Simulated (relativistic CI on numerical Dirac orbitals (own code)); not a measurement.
**Electric-dipole transitions in Sn⁴¹⁺**

Calculated at this level of theory: Dirac-Coulomb-Breit CI, separate exchange-only KLI orbitals for each configuration, model QED (radiative potential, 1s self-energy scaled to tabulated hydrogen-like ionisation energies), unscaled Slater integrals (own radial code, finite nucleus).

CI space (outside the closed core 1s2): 2s2.2p5, 2s.2p6, 2p6.3s, 2p6.3p, 2p6.3d, 2s2.2p4.3s, 2s2.2p4.3p, 2s2.2p4.3d, 2s.2p5.3s, 2s.2p5.3p, 2s.2p5.3d, 2s2.2p4.4s, 2s2.2p4.4p, 2s2.2p4.4d, 2s2.2p4.4f, 2s.2p5.4s. Levels of other configurations are missing.

| λ vac (Å) | Lower | Upper | A (s⁻¹) | log gf | S velocity/length |
| --- | --- | --- | --- | --- | --- |
| 2.9865 | 2s2.2p5 2P°_1/2 [2] | 2s2.2p4.3d 2D_3/2 [83] | 2.84e+14 | 0.18 | 0.98 |
| 2.9919 | 2s2.2p5 2P°_3/2 [1] | 2s2.2p4.3d 2P_3/2 [52] | 3.35e+14 | 0.25 | 0.97 |
| 2.9923 | 2s2.2p5 2P°_3/2 [1] | 2s2.2p4.3d 2D_5/2 [51] | 2.85e+14 | 0.36 | 0.99 |
| 3.0049 | 2s.2p6 2S_1/2 [3] | 2s.2p5.3d 2P°_3/2 [104] | 2.72e+14 | 0.17 | 0.98 |
| 3.1490 | 2s2.2p5 2P°_1/2 [2] | 2s2.2p4.3d 2P_1/2 [58] | 4.90e+14 | 0.16 | 0.97 |
| 3.1494 | 2s2.2p5 2P°_3/2 [1] | 2s2.2p4.3d 2D_5/2 [29] | 2.12e+14 | 0.28 | 0.99 |
| 3.1542 | 2s2.2p5 2P°_1/2 [2] | 2s2.2p4.3d 2D_3/2 [57] | 4.75e+14 | 0.45 | 0.98 |
| 3.1599 | 2s2.2p5 2P°_3/2 [1] | 2s2.2p4.3d 2D_3/2 [28] | 2.35e+14 | 0.15 | 0.97 |
| 3.1624 | 2s.2p6 2S_1/2 [3] | 2s.2p5.3d 2P°_3/2 [93] | 3.68e+14 | 0.34 | 0.98 |
| 3.1643 | 2s2.2p5 2P°_3/2 [1] | 2s2.2p4.3d 2D_5/2 [27] | 1.99e+14 | 0.25 | 0.99 |
| 9.0842 | 2s2.2p4.3p 2D°_5/2 [8] | 2s2.2p4.4d 2F_7/2 [127] | 1.75e+13 | 0.24 | 0.99 |
| 9.4812 | 2s2.2p4.3p 4D°_7/2 [11] | 2s2.2p4.4d 4F_9/2 [130] | 2.21e+13 | 0.47 | 0.99 |
| 10.018 | 2s2.2p4.3d 4D_5/2 [16] | 2s2.2p4.4f 4F°_7/2 [135] | 2.98e+13 | 0.55 | 0.99 |
| 10.020 | 2s2.2p4.3d 2G_7/2 [46] | 2s2.2p4.4f 2H°_9/2 [185] | 4.23e+13 | 0.80 | 1.00 |
| 10.044 | 2s2.2p4.3d 4F_7/2 [19] | 2s2.2p4.4f 2G°_9/2 [134] | 3.98e+13 | 0.78 | 1.00 |
| 10.102 | 2s2.2p4.3d 4F_7/2 [45] | 2s2.2p4.4f 4G°_9/2 [180] | 4.41e+13 | 0.83 | 0.99 |
| 10.113 | 2s2.2p4.3d 2G_9/2 [53] | 2s2.2p4.4f 2H°_11/2 [189] | 4.52e+13 | 0.92 | 1.00 |
| 10.114 | 2s2.2p4.3d 2F_7/2 [21] | 2s2.2p4.4f 2G°_9/2 [139] | 3.88e+13 | 0.77 | 0.99 |
| 10.123 | 2s2.2p4.3d 4F_9/2 [22] | 2s2.2p4.4f 4G°_11/2 [140] | 4.52e+13 | 0.92 | 1.00 |
| 10.169 | 2s2.2p4.3d 2D_5/2 [29] | 2s2.2p4.4f 2F°_7/2 [147] | 4.09e+13 | 0.70 | 0.99 |

Terms are leading LS components. Brackets give the number of a level in order of energy, since labels repeat. The list gives strong lines, with weight on those to low levels, among the lowest 200 of 207 levels, so that lines to higher ones, which can be the strongest, are missing. Levels whose partners in the same complex of configurations lie outside the list can be far off, and so can their lines. Rates are taken at the computed energies, electric ones in the length gauge. A velocity-to-length ratio far from 1 marks an uncertain rate.

At this charge energies of transitions that change n are usually good to better than 1 %, and those within a shell (Δn = 0) to a few per cent.

LS names give the leading component of a level, which can be under half, so a name can repeat, a term be missing and a line seem to break the LS rules.
